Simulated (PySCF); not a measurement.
Geometries of 2 isomers of C2H5B2N, from PySCF 2.14.0, PBE0-D3(BJ)/def2-SVP geometry optimisation, gas phase. One conformer each, no zero-point energy, no frequencies.

Question: Which isomer lies lower at this level?
A.
```xyz
10
angstrom
C      2.745   -0.303    0.426
C      1.713    0.054   -0.122
B      0.415    0.490   -0.766
B     -1.061   -0.264   -0.435
N     -1.931    0.050    0.604
H      3.657   -0.613    0.906
H      0.482    1.378   -1.592
H     -1.405   -1.158   -1.190
H     -2.814   -0.424    0.743
H     -1.752    0.768    1.293
```
B.
```xyz
10
angstrom
B      2.122    0.587    0.023
N      0.864    0.043    0.388
B     -0.354    0.187   -0.335
C     -1.643   -0.453    0.179
C     -2.671   -0.963    0.587
H      3.079    0.387    0.734
H      2.206    1.236   -0.990
H      0.821   -0.500    1.246
H     -0.348    0.823   -1.360
H     -3.584   -1.410    0.939
```

Answer: B. That is `BNBC#C`, 28.1 kcal/mol below the other.

```
SMILES          atoms numbered as above      E (Eh)  relative (kcal/mol)  relative (kJ/mol)  dipole (D)
BNBC#C  [BH2:1][NH:2][BH:3][C:4]#[CH:5]  -183.30157                  0.0                0.0        1.82
C#CBBN  [CH:1]#[C:2][BH:3][BH:4][NH2:5]  -183.25681                 28.1              117.5        2.19
```
